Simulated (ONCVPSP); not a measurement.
**Before and after: ONCV potential for oxygen**

```
Element                 : oxygen (O)
Generator               : ONCVPSP 4.0.1
Type                    : optimised norm-conserving Vanderbilt (ONCV)
Functional              : PBE
Relativity              : non-relativistic
Frozen core             : [He]
Valence charge          : 6
Reference configuration : 2s2 2p4
Partial waves           : 2s: rc 1.00 bohr, ncon 3, nbas 7, qcut 6.6 1/bohr, 2 projectors, debl 2.9 Ha; 2p: rc 1.15 bohr, ncon 3, nbas 6, qcut 11.7 1/bohr, 2 projectors, debl 1.6 Ha
Local potential         : polynomial inside 0.65 bohr (lpopt 5, dvloc0 0 Ha)
Core correction         : none
```

All-electron outer shells of the reference configuration (PBE, non-relativistic, ld1.x):

| shell | level (eV) | outermost node (bohr) | outermost maximum (bohr) |
| --- | --- | --- | --- |
| 1s | -514.26 | – | 0.13 |
| 2s | -23.91 | 0.28 | 0.87 |
| 2p | -9.04 | – | 0.82 |

Change: s: rc 1.04.

Cutoffs: the cutoffs (Ha) at which the residual kinetic energy of the hardest occupied pseudo-wave falls to 1 and 0.1 mHa per electron; they do not see the model core or the augmentation charge, which bear on the density cutoff. Errors are all-electron minus pseudo energies relative to the spin-unpolarised reference configuration.

Task: How do hardness, ghosts and transferability respond?

Result: The potential gets neither clearly harder nor softer (44 Ha and 138 Ha → 44 Ha and 122 Ha); the p channel sets the loose cutoff, while the largest relative change is in s, which becomes softer; the errors of the 4 common tests hardly move; neither file shows a bound ghost.

```csv
quantity,base,changed
"cutoff, loose",44 Ha,44 Ha
"cutoff, tight",138 Ha,122 Ha
loose cutoff by channel,"s 37 Ha, p 44 Ha","s 24 Ha, p 44 Ha"
bound ghosts,none,none
GHOST(+) flags under 300 eV,none,none
"error for 2s2 2p3, meV [ΔE 16.44 eV]",+10,+11
"error for 2s2 2p2, meV [ΔE 50.03 eV]",+90,+94
"error for 2s2 2p1, meV [ΔE 103.90 eV]",+384,+395
"error for 2s1 2p5, meV [ΔE 14.90 eV]",+28,+29
p: phases at 1.16 bohr within 0.05 rad from the reference energy up to (Ha; the scan ends near 5),to the end of the scan,to the end of the scan
```
